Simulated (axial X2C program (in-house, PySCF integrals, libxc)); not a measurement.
**Spectroscopic constants of YI**

Calculated with an in-house all-electron X2C program for linear molecules (integrals from PySCF). Spin-free means the one-electron spin-free X2C Hamiltonian; two-component (2c) means X2C with spin–orbit coupling and atomic mean-field two-electron Coulomb and Gaunt terms, so the difference of the two also holds small scalar two-electron terms. Basis: I dyall-v3z [11s12p8d1f], Y dyall-v3z [11s12p9d4f2g] (cores contracted in-house); Gaussian nuclei, density fitting, unrestricted open shells. Masses: I 126.904 u, Y 88.906 u.

State, spin-free: M_S = 0, Λ = 0 (closed shell); electrons by block: σα: 20, σβ: 20, π+α: 10, π+β: 10, π-α: 10, π-β: 10, δ+α: 3, δ+β: 3, δ-α: 3, δ-β: 3. Fragments: I + Y.

State, 2c: Ω = 0 (closed shell); electrons by block: 1/2: 30, -1/2: 30, 3/2: 13, -3/2: 13, 5/2: 3, -5/2: 3. Fragments: I + Y.

```csv
Hamiltonian,level,Re (Å),ωe (cm⁻¹),ωexe (cm⁻¹),De (eV),D0 (eV),k (mdyn/Å),μ (D)
spin-free,PBE0,2.761,215.6,0.411,3.93,3.92,1.43,2.59
spin-free,HF,2.861,199.7,0.386,3.06,3.05,1.23,3.17
spin-free,MP2,2.786,216.2,0.409,4.14,4.12,1.44,n/a
spin-free,TPSSh,2.768,213.7,0.41,3.97,3.96,1.41,2.60
spin-free,B3LYP,2.789,208.2,0.408,3.76,3.75,1.33,2.80
2c,PBE0,2.764,214.7,0.412,n/a,n/a,1.42,2.56
2c,HF,2.863,199.1,0.386,n/a,n/a,1.22,3.14
2c,MP2,2.787,215.6,0.409,n/a,n/a,1.43,n/a
2c,TPSSh,2.770,212.8,0.412,n/a,n/a,1.39,2.57
2c,B3LYP,2.792,207.1,0.411,n/a,n/a,1.32,2.76
```

Correlated methods: 18 electrons correlated (number of frozen shells: I 4 s, 3 p, 2 d; Y 3 s, 2 p, 1 d), 284 virtual spin orbitals or spinors in MP2.

Dipoles are positive if Y is the positive end.

Occupations by symmetry block were frozen at the best pattern of an incomplete PBE0 search. The closed shell is kept restricted, so the energy runs too high when the bond is stretched far. De is counted from the lowest determinant-based energies of the atoms at the same level, without counterpoise correction. De is not given where an atomic determinant may have missed its ground term or J level, or where the truncated virtual space spoils (T). Other states lie close and PBE0, whose exact exchange favours high spin, may order them wrongly; the determinant shown need not be the ground state. The nearest other spin-free determinant of the search, M_S = 1, Λ = 2, lies 0.40 eV up at the distance of the search. The functionals have no current-density term, which raises determinants with orbital currents, atoms included.

Rough cost a point (2c) on 1 thread(s) of a shared host, integrals apart: PBE0 1.2 s, HF 1.1 s, TPSSh 2 s, B3LYP 1.3 s.
